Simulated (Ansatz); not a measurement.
Ansatz (a program for electronic structure) input (CCSD(T)/aug-cc-pVDZ):

Ansatz 0.2 input:
```yaml
crystal:
  periodic: [false, false, false]
  atoms:
    - {symbol: O, position_ang: [0.42347817, 1.17381684, -1.15578047]}
    - {symbol: Ge, position_ang: [-0.13443619, -0.07647536, 0.04928116]}
    - {symbol: O, position_ang: [-1.03117296, 0.70297661, 1.28967065]}
    - {symbol: O, position_ang: [-0.48330702, -1.56450361, -0.73449774]}
    - {symbol: O, position_ang: [1.65459915, 0.00831812, 0.39400598]}
    - {symbol: H, position_ang: [0.56153802, 2.07499890, -0.80027564]}
    - {symbol: H, position_ang: [-1.59913456, 0.16914913, 1.86357228]}
    - {symbol: H, position_ang: [-1.39960933, -1.87501443, -0.76430297]}
    - {symbol: H, position_ang: [2.23038512, -0.48678563, -0.22317803]}
basis:
  gaussian:
    orbitals: aug-cc-pVDZ
total_charge: 1
magnetization: {spin_polarized: true, initial_magnetization: 1}
correlation: {method: ccsd_t, electrons: outside_noble_gas}
output: {forces: true}
```

Output:

```
Functional definition: HF
integrals: 0.92 GiB planned
1618 factors; integrals over basis functions are off by at most 7.6e-4 eV
mean field: 1.18 GiB planned
mean field evaluation 1: about -64670.3169 eV, gradient 4.9e1 eV
mean field evaluation 2: about -64670.3190 eV, gradient 4.9e1 eV
mean field evaluation 4: about -64678.8410 eV, gradient 3.4e0 eV
mean field evaluation 8: about -64678.9460 eV, gradient 1.8e-1 eV
mean field evaluation 16: about -64678.9480 eV, gradient 1.1e-2 eV
mean field evaluation 32: about -64679.0359 eV, gradient 2.5e-1 eV
mean field evaluation 64: about -64678.9979 eV, gradient 1.0e0 eV
mean field evaluation 96: about -64679.0292 eV, gradient 4.8e-1 eV
mean field evaluation 128: about -64679.0379 eV, gradient 6.4e-4 eV
mean field evaluation 160: about -64674.6009 eV, gradient 2.0e-4 eV
mean field evaluation 192: about -64676.3056 eV, gradient 8.6e-2 eV
mean field evaluation 224: about -64676.0930 eV, gradient 4.4e0 eV
mean field evaluation 256: about -64678.9443 eV, gradient 3.5e-2 eV
mean field -64679.03788314 eV, -2376.9108011788 hartree, gradient 1.3e-6 eV, S^2 0.772692; 11 other end points of the search recorded, 0 dependent functions left out
determinant -64679.03788314 eV, -2376.9108011788 hartree, with singles and doubles -64703.56279576 eV, -2377.8120750941 hartree
determinant -64678.94797743 eV, -2376.9074972051 hartree, with singles and doubles -64703.66317898 eV, -2377.8157641093 hartree
determinant -64676.55644472 eV, -2376.8196099990 hartree, with singles and doubles -64701.40225306 eV, -2377.7326766145 hartree
determinant -64676.30680328 eV, -2376.8104358453 hartree, with singles and doubles -64701.35967644 eV, -2377.7311119526 hartree
determinant -64675.98743817 eV, -2376.7986993938 hartree, with singles and doubles -64700.29514291 eV, -2377.6919910666 hartree
determinant -64675.93047940 eV, -2376.7966061976 hartree, with singles and doubles -64700.53023582 eV, -2377.7006305718 hartree
determinant -64679.03788314 eV, -2376.9108011788 hartree, with singles and doubles -64703.59300793 eV, -2377.8131853710 hartree
determinant -64678.94797743 eV, -2376.9074972051 hartree, with singles and doubles -64703.67821991 eV, -2377.8163168533 hartree
determinant -64679.03788314 eV, -2376.9108011788 hartree, with singles and doubles -64703.65298062 eV, -2377.8153893265 hartree
determinant -64678.94797743 eV, -2376.9074972051 hartree, with singles and doubles -64703.68486100 eV, -2377.8165609090 hartree
18 core orbitals not correlated
reference -64678.94797743 eV, -2376.9074972051 hartree; 16, 15 occupied and 130, 131 virtual orbitals, 1618 factors
densities: 6.56 GiB planned
second order -24.10665041 eV of doubles, -0.00000000 eV of singles
coupled cluster: 3.74 GiB planned
coupled cluster: 6.26 GiB planned
cycle   1  -23.87041199 eV  change    -1.2e0 eV  update   1.1e-1
cycle   2  -24.57023013 eV  change   -7.0e-1 eV  update   4.0e-2
cycle   3  -24.74028576 eV  change   -1.7e-1 eV  update   2.1e-2
cycle   4  -24.73082899 eV  change    9.5e-3 eV  update   7.8e-3
cycle   5  -24.73024248 eV  change    5.9e-4 eV  update   4.4e-3
cycle   6  -24.73455765 eV  change   -4.3e-3 eV  update   3.1e-3
cycle   7  -24.73597100 eV  change   -1.4e-3 eV  update   2.2e-3
cycle   8  -24.73651491 eV  change   -5.4e-4 eV  update   1.2e-3
cycle   9  -24.73687567 eV  change   -3.6e-4 eV  update   6.4e-4
cycle  10  -24.73688873 eV  change   -1.3e-5 eV  update   3.3e-4
cycle  11  -24.73706765 eV  change   -1.8e-4 eV  update   1.8e-4
cycle  12  -24.73698855 eV  change    7.9e-5 eV  update   9.9e-5
cycle  13  -24.73694286 eV  change    4.6e-5 eV  update   4.7e-5
cycle  14  -24.73689645 eV  change    4.6e-5 eV  update   2.3e-5
cycle  15  -24.73688431 eV  change    1.2e-5 eV  update   1.0e-5
cycle  16  -24.73688352 eV  change    7.8e-7 eV  update   5.5e-6
cycle  17  -24.73688320 eV  change    3.3e-7 eV  update   2.6e-6
cycle  18  -24.73688344 eV  change   -2.4e-7 eV  update   1.3e-6
perturbative correction -0.80545614 eV, -0.0295999673 hartree
WARN: these amplitudes may be one of several solutions (largest doubles amplitude 0.03, level shift 3.02 eV)
the calculation of the forces begins
densities: 9.03 GiB planned
Total energy: -64704.49031702 eV, -2377.8461608716 hartree
Atom 0 at     0.423478     1.173817    -1.155780 Å, force     0.276275     0.039075    -0.327177 eV/Å
Atom 1 at    -0.134436    -0.076475     0.049281 Å, force    -0.236376    -0.134465     0.086648 eV/Å
Atom 2 at    -1.031173     0.702977     1.289671 Å, force    -0.258607     0.380466     0.394197 eV/Å
Atom 3 at    -0.483307    -1.564504    -0.734498 Å, force     0.002529    -0.526138    -0.300325 eV/Å
Atom 4 at     1.654599     0.008318     0.394006 Å, force     0.297724     0.287450     0.116762 eV/Å
Atom 5 at     0.561538     2.074999    -0.800276 Å, force     0.059569     0.160002     0.119359 eV/Å
Atom 6 at    -1.599135     0.169149     1.863572 Å, force    -0.087850    -0.078903     0.091512 eV/Å
Atom 7 at    -1.399609    -1.875014    -0.764303 Å, force    -0.140247    -0.050853    -0.007896 eV/Å
Atom 8 at     2.230385    -0.486786    -0.223178 Å, force     0.086982    -0.076635    -0.173081 eV/Å
Dipole moment:    -0.105051    -0.059759     0.038509 e Å
```

The program attaches cautions to this result: other roots.
